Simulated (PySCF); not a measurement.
C5H5F2NS.
Structure used (GFN2-xTB), in Å, numbered top down from 1:
```
atom  x, y, z in Å
C1    -1.524   -1.042    0.162
C2    -0.517   -0.041   -0.415
C3    -1.089    1.291   -0.463
N4    -1.540    2.339   -0.497
C5     0.748    0.001    0.429
F6     0.495    0.270    1.729
S7     2.004   -1.271    0.125
C8     2.033    0.519   -0.115
F9     2.829    1.244    0.687
H10   -1.797   -0.758    1.176
H11   -2.422   -1.066   -0.449
H12   -1.077   -2.034    0.180
H13   -0.237   -0.333   -1.434
H14    2.093    0.880   -1.138
```

NICS = −σ at a ghost point: NICS(0) at the centroid of the ring atoms, NICS(1) 1 Å to either side along the normal of their mean plane, zz for the tensor component along that normal. Level: GIAO PBE0/pcSseg-1 (PySCF, non-relativistic, gas phase) on the GFN2-xTB geometry, one conformer.

Ring bond lengths (Å), with Mayer bond orders in brackets: C5–S7 1.813 (0.98), S7–C8 1.806 (0.97), C8–C5 1.488 (0.89).

Q: What do the NICS probes read (ppm)?

A: 
```json
{"ring": "C5–S7–C8", "type": "3-membered ring with S; formal bonds all single", "NICS(0)": "-41.0", "NICS(1), two faces": "-5.8 / -10.6", "NICS(1)zz, two faces": "-10.2 / -21.8", "rms pucker (Å)": "0.00", "centre to ring atoms, mean (Å)": "0.98"}
```

Q: What do they say, and how far can they be read as aromaticity?

A: 
- C5–S7–C8: mean NICS(1)zz -16.0 ppm, shielded. C5, C8 have four or more neighbours, so the value isn't read as a sign of a π ring current. The two faces differ by 11.6 ppm, so no symmetry operation interchanges them. NICS(0) lies 33 ppm below the mean NICS(1).
